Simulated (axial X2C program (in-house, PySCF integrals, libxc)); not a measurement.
# Levels of TeS⁺ by electron attachment to TeS²⁺ (EOM-EA-CCSD)

Computed with an axial X2C code built on PySCF integrals: two-component X2C with atomic mean-field Coulomb and Gaunt terms, Gaussian nuclei, basis Te dyall-acv3z, S dyall-av3z with contracted cores.

R = 1.988 Å (0.920 times 2.161 Å, the PBE0 minimum at charge 1 for the lowest determinant).

Levels of TeS⁺ obtained by attaching an electron to TeS²⁺:

| Ω | binding energy (eV) | above lowest (cm⁻¹) | attached spinor | one-particle weight |
| --- | --- | --- | --- | --- |
| 1/2 | 15.012 | 0 | 40% Te pπ, 33% S pπ, 11% Te dπ | 0.96 |
| 3/2 | 14.697 | 2548 | 51% Te pπ, 23% S pπ, 10% S dπ | 0.96 |
| 1/2 | 10.049 | 40031 | 35% Te dσ, 31% Te pσ, 13% S pσ | 0.95 |

(1) What is the splitting of the first π pair in the table, and is it regular or inverted?

This point took 13 s on 1 thread of Arm Neoverse V2 (shared host).

Reference electrons by ω block (each with its −ω partner): 1/2: 22, 3/2: 9, 5/2: 2. 10 electrons of TeS²⁺ correlated (inner shells frozen), 92 natural virtual spinors (a truncated set); levels can be off by some tenths of an eV. Roots sought by Ω: (1/2: 5, 3/2: 4, 5/2: 2, 7/2: 1); the list ends where they run out and leaves out roots under 60 % one-particle weight. The solver can skip a root, and states that need a further excitation, which the method places far too high, are missing though they may lie low or lowest. T1 of the reference 0.024 (Lee–Taylor). The reference was not checked to be the lowest state of its species. Number of frozen shells: Te 4 s, 3 p, 2 d; S 2 s, 1 p.

Answers

(1) E(3/2) − E(1/2) = 2548 − 0 = 2548 cm⁻¹ at EOM-EA-CCSD: regular, Ω = 1/2 lower. Splittings at this level can be off by ten to twenty per cent.
